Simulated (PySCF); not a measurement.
An unknown shows these calculated signals:

1H NMR (600 MHz, computed): δ 3.76 (m, 1H), 3.21 (s, 1H), 1.54 (m, 2H), 1.49 (m, 2H).

13C{1H} NMR (computed): δ 125.6 (C), 120.4 (C), 95.9 (CH), 78.1 (C), 45.0 (CH), 20.2 (CH2).

Method: geometry: GFN2-xTB, PBE0/pcSseg-1 with gauge-including orbitals, in PySCF 2.14.0 with density-fitted response routines (in vacuum, fast rotation and ring inversion assumed for equivalent nuclei, a single conformation, non-relativistic Hamiltonian).

References, each an isolated molecule treated in the same way: TMS for 1H (31.72 ppm) and 13C (186.93 ppm).

Question: Which of these does the molecule contain: a (CH3)2CH unit, a three-membered ring, a benzene ring, a nitrile, a methoxy group, a C≡C triple bond?

Answer: 
- A (CH3)2CH unit: no.
- A three-membered ring: yes.
- A benzene ring: no.
- A nitrile: yes (δC 120.4).
- A methoxy group: no.
- A C≡C triple bond: yes (δC 95.9, 78.1; δH 3.21 (s)).

The data belong to `InChI=1S/C7H6N2/c1-2-6(5-8)9-7-3-4-7/h1,7H,3-4H2/b9-6+`; they needn't prove each group on their own.

Carbon signals by region: 2 in the sp2 and nitrile region (100–160 ppm), 2 at 50–100 ppm, 2 below 50 ppm.

Shifts are as computed. Against solution values, carbons near 30 ppm lie about +3 ppm off and those near 130 ppm about +5 ppm. Of 1211 compounds with measured shifts, 218 miss one by over three times the rms of a fit or turn the order of signals round; such compounds aren't used in these exercises. Multiplicities follow the n + 1 count of equivalent neighbours, as no J values were calculated; m marks all less simple cases, F and P coupling included.
